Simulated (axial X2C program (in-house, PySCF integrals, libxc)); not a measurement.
**Outer orbitals of CrSi⁺ at 2.507 Å, B97-3 in the non-relativistic limit (speed of light times 100)**

All values were computed with an in-house relativistic program for diatomic molecules. The Hamiltonian is the X2C one with the speed of light multiplied by 100, which is the non-relativistic limit. Basis: Cr dyall-v3z [9s9p6d3f2g], Si dyall-v3z [8s7p2d1f] (cores contracted in-house); Gaussian nuclei, density fitting, unrestricted open shells. Masses: Cr 51.941 u, Si 27.977 u.

The distance is close to the non-rel. PBE0 minimum; the highest filled and lowest empty levels are listed.

Outer orbitals of the state M_S = 5/2, Λ = 0 (beyond evenly filled blocks: σα, π+α, π-α, δ+α, δ-α) with Löwdin shares:

```tsv
symmetry	occupied	ε (eV)	atomic character
σα	yes	-18.28	70% Si s, 11% Cr p, 9% Cr d
σβ	yes	-17.90	73% Si s, 11% Cr p, 7% Cr s
σα	yes	-12.65	78% Cr d, 16% Si p, 5% Si s
δ+α	yes	-12.38	100% Cr d
δ-α	yes	-12.38	100% Cr d
π+α	yes	-12.21	87% Cr d, 10% Si p
π-α	yes	-12.21	87% Cr d, 10% Si p
σβ	yes	-11.15	72% Si p, 18% Cr s, 4% Si s
σα	yes	-11.12	50% Si p, 32% Cr s, 13% Cr d
π+β	no	-8.56	80% Si p, 10% Cr d, 8% Cr p
π-β	no	-8.56	80% Si p, 10% Cr d, 8% Cr p
π+α	no	-8.41	72% Si p, 16% Cr d, 10% Cr p
π-α	no	-8.41	72% Si p, 16% Cr d, 10% Cr p
```

Charges and populations: Cr 0.50 e (s 6.69 p 12.09 d 4.72 f 0.01), Si 0.50 e (s 5.94 p 7.51 d 0.04).

The state is a single determinant with fixed occupations, the lowest that a limited PBE0 search found. PBE0 can misorder states that lie within some tenths of an eV, so this need not be the ground state of the molecule. The nearest other spin-free determinant of the search, M_S = 7/2, Λ = 1, lies 0.07 eV up at the distance of the search.
